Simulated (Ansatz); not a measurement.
Geometry optimisation, Ansatz, DFT PBE, scalar-relativistic, plane waves, PAW.

Input file:

```yaml
accuracy: low
crystal:
  lattice:
    - [5.32, 0.0, 0.0]
    - [2.66, 4.607255, 0.0]
    - [0.0, 0.0, 17.93696]
  atoms:
    - { symbol: Zn, position: [0.0, 0.0, 0.0557508] }
    - { symbol: Zn, position: [0.5, 0.0, 0.0557508] }
    - { symbol: Zn, position: [0.0, 0.5, 0.0557508] }
    - { symbol: Zn, position: [0.5, 0.5, 0.0557508] }
    - { symbol: Zn, position: [-0.1666667, 0.3333333, 0.1933706] }
    - { symbol: Zn, position: [0.3333333, 0.3333333, 0.1933706] }
    - { symbol: Zn, position: [-0.1666667, 0.8333333, 0.1933706] }
    - { symbol: Zn, position: [0.3333333, 0.8333333, 0.1933706] }
    - { symbol: Zn, position: [0.0, 0.0, 0.3309903] }
    - { symbol: Zn, position: [0.5, 0.0, 0.3309903] }
    - { symbol: Zn, position: [0.0, 0.5, 0.3309903] }
    - { symbol: Zn, position: [0.5, 0.5, 0.3309903] }
    - { symbol: Cl, position: [0.8244996, 0.8286895, 0.4274392] }
basis:
  ecutwfc: 420.0
kpoints:
  mp_grid: { grid: [2, 2, 1] }
hamiltonian:
  xc: pbe
scf:
  occupations: { method: fermi_dirac, width: 0.15 }
  lower_state_search: "off"
relax:
  f_tol: 0.08
  max_steps: 25
  adjacent_minimum: "off"
  constraints: [{ sites: [0, 1, 2, 3] }]
```

Launched with:

```bash
$ ansatz run input.yaml --threads 1 --pin off --max-ram 3072MiB --backend cpu --events-out ev --progress --plain --runs-dir out
```

Where does it end, and by what steps?

The forces met the threshold. The threshold is loose, so the end isn't yet a minimum. Limits of this set-up: coarse k mesh, thin slab, slab without dipole correction, odd electron count without spin, low accuracy level. After 4 steps the energy has fallen by 0.646 eV; Zn12 moved furthest, 0.47 Å.

```tsv
step	energy less start (eV)	largest force component (eV/Å)	accepted
0	0.0000	2.759	yes
1	-0.4189	1.465	yes
2	-0.6299	0.225	yes
3	-0.6356	0.200	yes
4	-0.6458	0.027	yes
```

```xyz
13
Lattice="5.3200 0.0000 0.0000 2.6600 4.6073 0.0000 0.0000 0.0000 17.9370" Properties=species:S:1:pos:R:3
Zn 0.000 0.000 1.000
Zn 2.660 0.000 1.000
Zn 1.330 2.304 1.000
Zn 3.990 2.304 1.000
Zn 0.011 1.529 3.296
Zn 2.644 1.527 3.294
Zn 1.329 3.839 3.533
Zn 3.990 3.853 3.296
Zn 0.040 0.024 5.752
Zn 2.612 0.024 5.757
Zn 1.326 2.251 5.757
Zn 3.984 2.301 5.466
Cl 6.625 3.828 7.764
```

The run took 48 s on 1 thread of Arm Neoverse V1, on a shared host, peak memory 0.66 GiB.
